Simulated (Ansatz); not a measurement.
Consider the formal exchange of groups at a C–C bond: `CC(F)CCl` + `[SiH3]C1CC1` → `C[SiH2]C1CC1` + `FCCCl`.

Computed with Ansatz on PBE0-D4/def2-TZVP structures; ΔE is electronic, products minus reactants. CBS: MP2 limit from def2 TZ/QZ plus the TZ coupled-cluster correction, frozen cores. This one scheme is used for every species. One conformer a species, not always the lowest.

`CC(F)CCl`:

```xyz
11

C     0.483   -1.206    0.066
C     0.243    0.211    0.511
F     1.468    0.863    0.625
C    -0.577    1.043   -0.455
Cl   -2.257    0.469   -0.519
H     1.110   -1.726    0.791
H     0.984   -1.218   -0.905
H    -0.465   -1.739   -0.023
H    -0.227    0.237    1.500
H    -0.597    2.081   -0.128
H    -0.165    0.986   -1.463
```

`[SiH3]C1CC1`:

Cartesian coordinates in Å:
```
Si -1.143 1.213 0.000
C 0.404 0.263 -0.369
C 0.353 -1.241 -0.482
C 1.019 -0.613 0.694
H -0.842 2.512 0.663
H -1.921 1.494 -1.238
H -1.985 0.394 0.917
H 1.114 0.749 -1.031
H -0.599 -1.735 -0.324
H 0.977 -1.708 -1.234
H 0.523 -0.678 1.655
H 2.100 -0.650 0.749
```

`C[SiH2]C1CC1`:

Z-matrix (Å, degrees):
```
C
Si 1 1.871
H 1 1.093 2 110.7
H 1 1.093 2 111.1 3 120.2
H 1 1.093 2 110.8 3 -119.8
C 2 1.855 1 112.1 3 58.3
H 2 1.493 1 110.0 3 -60.6
H 2 1.492 1 109.4 3 -178.9
C 6 1.509 2 119.6 1 -83.5
C 6 1.508 2 120.2 1 -152.9
H 6 1.087 2 116.2 1 61.3
H 9 1.083 6 117.7 2 142.2
H 9 1.084 6 118.1 2 -1.6
H 10 1.084 6 118.1 2 0.5
H 10 1.083 6 117.7 2 -143.1
```

`FCCCl`:

Z-matrix (Å, degrees):
```
C
C 1 1.509
F 1 1.381 2 108.5
H 1 1.093 2 110.9 3 -119.1
H 1 1.093 2 110.9 3 119.1
Cl 2 1.776 1 109.1 3 179.9
H 2 1.089 1 111.1 3 61.0
H 2 1.089 1 111.1 3 -61.2
```

```csv
species,SCS-MP2/def2-TZVPP energy (Eh)
`CC(F)CCl`,-677.09060
`[SiH3]C1CC1`,-407.86257
`C[SiH2]C1CC1`,-447.10124
`FCCCl`,-637.86046
```

(1) Work out ΔE.

Largest T1 diagnostic among the species: 0.010.

## Answers

(1) ΔE = (-447.10124) + (-637.86046) − (-677.09060) − (-407.86257) = -0.00853 Eh = -22.4 kJ/mol. CCSD(T)/CBS gives -22.9 kJ/mol.
